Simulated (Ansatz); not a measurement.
Cd4O4⁻, relaxed as a doublet with UKS PBE-D4/def2-SVPD in Ansatz, starting from the GFN1-xTB geometry. Force threshold 0.02 eV/Å.

In the def2 sets Cd takes a core potential; there is no spin–orbit coupling. The structure holds one bond between oxygen atoms, so isomers without such links may lie far lower. Another isomer (doublet) lies 0.76 eV lower at PBE0-D4/def2-TZVPD; other spin states weren't run for this one.

Start:

```xyz
8

Cd    0.081    1.505    1.802
Cd   -1.841   -0.781    2.094
Cd    0.505    0.142   -0.692
Cd    2.227   -2.004   -0.819
O     0.475   -1.867    0.140
O    -1.648    1.386   -0.996
O    -2.282    1.825    0.073
O     2.484   -0.205   -1.602
```

| step | energy (eV) | largest force component (eV/Å) | SCF passes |
| --- | --- | --- | --- |
| 1 | -26429.7955 | 1.536 | 33 |
| 2 | -26430.1357 | 0.505 | 40 |
| 3 | -26430.2770 | 0.440 | 41 |
| 4 | -26430.3959 | 0.365 | 41 |
| 5 | -26430.5281 | 0.301 | 41 |
| 6 | -26430.6127 | 0.219 | 41 |
| 7 (rejected) | -26430.5856 | 0.473 | 48 |
| 8 | -26430.6177 | 0.059 | 39 |
| 9 | -26430.6188 | 0.028 | 38 |
| 10 | -26430.6193 | 0.017 | 38 |
| 11 | -26430.6199 | 0.028 | 36 |
| 12 (rejected) | -26430.6199 | 0.100 | 37 |
| 13 | -26430.6204 | 0.016 | 38 |
| 14 | -26430.6215 | 0.091 | 41 |
| 15 | -26430.6220 | 0.117 | 41 |
| 16 | -26430.6226 | 0.021 | 38 |
| 17 | -26430.6230 | 0.041 | 41 |
| 18 | -26430.6234 | 0.147 | 39 |
| 19 | -26430.6240 | 0.074 | 35 |
| 20 | -26430.6244 | 0.014 | 40 |
| 21 | -26430.6246 | 0.023 | 34 |
| 22 | -26430.6247 | 0.023 | 38 |
| 23 | -26430.6247 | 0.008 | 36 |

Force components are those of the run's own axes.

End:

```
atom   x (Å)   y (Å)   z (Å)
 Cd1  -0.076   2.025   1.841
 Cd2  -1.325  -1.751   1.930
 Cd3   0.390   0.229  -0.644
 Cd4   2.060  -2.104  -0.682
  O5   0.228  -1.819   0.372
  O6  -1.450   1.512  -1.078
  O7  -2.059   2.140  -0.107
  O8   2.232  -0.232  -1.633
```

Bonds lost: Cd1–Cd2 (atoms count from 1). Bonds formed: Cd2–O5 (atoms count from 1).

The force fell under the threshold at step 10, but the optimiser went on and released 0.005 eV more. No frequencies were taken in this run, so the end may be a saddle point.

It took 4.9 min on 4 threads of Arm Neoverse N1 on a shared host.
